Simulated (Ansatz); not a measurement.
One geometry of Sn(NCS)H3 (CH3NSSn), several levels of theory.

```yaml
crystal:
  periodic: [false, false, false]
  atoms:
    - {symbol: Sn, position_ang: [-0.002236, -0.002465, -1.246872]}
    - {symbol: N, position_ang: [-0.005894, 0.015660, 0.787521]}
    - {symbol: C, position_ang: [0.001832, 0.007340, 1.979438]}
    - {symbol: S, position_ang: [0.010998, -0.001986, 3.563264]}
    - {symbol: H, position_ang: [1.643006, -0.002332, -1.691979]}
    - {symbol: H, position_ang: [-0.826973, 1.415996, -1.707628]}
    - {symbol: H, position_ang: [-0.820734, -1.432213, -1.683734]}
basis:
  gaussian: {orbitals: def2-TZVP, initial_orbitals: start.molden}
hamiltonian: {xc: {name: LC-wPBE, parameters: {omega: 0.3/bohr}}}
scf: {omitted_lower_state_checks: [starts]}
output: {orbitals: {seedname: orbitals}}
```

The file start.molden holds the orbitals of an earlier run on this structure, at another level or in another basis.

```sh
$ ansatz run in.yaml --threads 4 --pin off --events-out ev --progress --plain --max-ram 3916MiB
```

It prints (some lines left out):

```
Functional definition: LC-wPBE
1116 factors; their error is unknown
258 factors; integrals over basis functions are off by at most 2.6e-5 eV
mean field evaluation 1: about -19238.7722 eV, gradient 9.7e0 eV
mean field evaluation 2: about -19238.8511 eV, gradient 1.0e-1 eV
mean field evaluation 4: about -19238.8401 eV, gradient 1.5e-4 eV
mean field -19238.84010716 eV, -707.0143333838 hartree, gradient 1.1e-5 eV, S^2 0.000000; 0 other end points of the search recorded, 0 dependent functions left out
reference -19238.84010717 eV, -707.0143333843 hartree; 27, 27 occupied and 140, 140 virtual orbitals, 1116 factors
Total energy: -19238.84010717 eV, -707.0143333843 hartree
Checks for a lower state left out: starts
```

Run time 2.4 s (4 threads of Intel Xeon on a shared host).

As the first input, with `hamiltonian: {xc: {name: LC-wPBE, parameters: {omega: 0.15/bohr}}}` (abridged; 2.7 s):

```
Functional definition: LC-wPBE
mean field -19237.66373072 eV, -706.9711023471 hartree, gradient 1.6e-5 eV, S^2 0.000000
Total energy: -19237.66373078 eV, -706.9711023493 hartree
Checks for a lower state left out: starts
```

The first input with `correlation: {method: mp2}` and without the key `hamiltonian` (abridged; 3.4 s):

```
Functional definition: HF
mean field -19183.67966489 eV, -704.9872245197 hartree, gradient 4.0e-6 eV, S^2 0.000000
11 core orbitals not correlated: weight in the atoms' cores, before any rotation towards them, 1.000 or more for the frozen orbitals, at most 0.000 for the correlated occupied ones
second order -22.57026399 eV of doubles, -0.00000000 eV of singles
Total energy: -19206.24992888 eV, -705.8166664227 hartree
Checks for a lower state left out: starts
```

First input, but with `hamiltonian: {xc: {name: revPBE}, dispersion: d4}` (abridged; 2.2 s):

```
Functional definition: revPBE
mean field -19242.34593108 eV, -707.1431700368 hartree, gradient 2.5e-5 eV, S^2 0.000000
Total energy: -19242.79101926 eV, -707.1595267255 hartree
Checks for a lower state left out: starts
```

As the first input, with `hamiltonian: {xc: hf}` (abridged; 2.2 s):

```
Functional definition: HF
mean field -19183.67937959 eV, -704.9872140350 hartree, gradient 1.2e-5 eV, S^2 0.000000
Total energy: -19183.67937959 eV, -704.9872140350 hartree
Checks for a lower state left out: starts
```

As the first input, with `hamiltonian: {xc: pbe, dispersion: d4}` (abridged; 2.3 s):

```
Functional definition: PBE
mean field -19235.86885055 eV, -706.9051417173 hartree, gradient 7.5e-6 eV, S^2 0.000000
Total energy: -19236.03057778 eV, -706.9110850835 hartree
Checks for a lower state left out: starts
```

As the first input, with `gaussian: {orbitals: def2-TZVPP, initial_orbitals: start.molden}`, `correlation: {method: ccsd_t}` and without the key `hamiltonian` (abridged; 64 s):

```
Functional definition: HF
mean field -19183.69615521 eV, -704.9878305275 hartree, gradient 3.0e-6 eV, S^2 0.000000
11 core orbitals not correlated: weight in the atoms' cores, before any rotation towards them, 1.000 or more for the frozen orbitals, at most 0.000 for the correlated occupied ones
second order -22.95042886 eV of doubles, -0.00000000 eV of singles
cycle   1  -22.48469380 eV  change    4.7e-1 eV  update   1.4e-1
cycle   2  -23.20492861 eV  change   -7.2e-1 eV  update   4.7e-2
cycle   3  -23.37967239 eV  change   -1.7e-1 eV  update   2.3e-2
cycle   4  -23.36274929 eV  change    1.7e-2 eV  update   5.5e-3
cycle   5  -23.36112566 eV  change    1.6e-3 eV  update   2.4e-3
cycle   6  -23.36126697 eV  change   -1.4e-4 eV  update   6.8e-4
cycle   7  -23.36098422 eV  change    2.8e-4 eV  update   3.3e-4
cycle   8  -23.36095138 eV  change    3.3e-5 eV  update   9.7e-5
cycle   9  -23.36097794 eV  change   -2.7e-5 eV  update   3.8e-5
perturbative correction -1.09507463 eV, -0.0402432504 hartree
Total energy: -19208.15220777 eV, -705.8865738825 hartree
Checks for a lower state left out: starts
```

Geometry: PBE0-D4/def2-SVP.

In the def2 sets Sn takes a core potential; there is no spin–orbit coupling. Correlated methods freeze 11 core orbitals; core or outer-core shells of Sn are correlated, in sets that lack core-valence functions.
